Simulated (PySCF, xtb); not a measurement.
C₃H₅O, SMILES [CH]=C(C)O, multiplicity 2. Other conformers were not sampled.

Harmonic wavenumbers (cm⁻¹) from GFN2-xTB in xtb at its own minimum, in rising order: 106, 357, 385, 422, 451, 589, 683, 889, 995, 1032, 1134, 1197, 1382, 1455, 1464, 1727, 3022, 3032, 3068, 3223, 3540.

Problem. What does B3LYP-D3(BJ)/def2-SVP (PySCF 2.14.0) give at its own minimum? (An estimate is asked for; the answer gives what the named calculation found.)

Solution. 182, 393, 432, 443, 496, 559, 758, 904, 1005, 1047, 1185, 1308, 1393, 1444, 1447, 1708, 3032, 3103, 3158, 3274, 3802. Paired by order, the mean absolute difference is 51 cm⁻¹ and the zero-point energies are 43.1 and 44.4 kcal/mol.
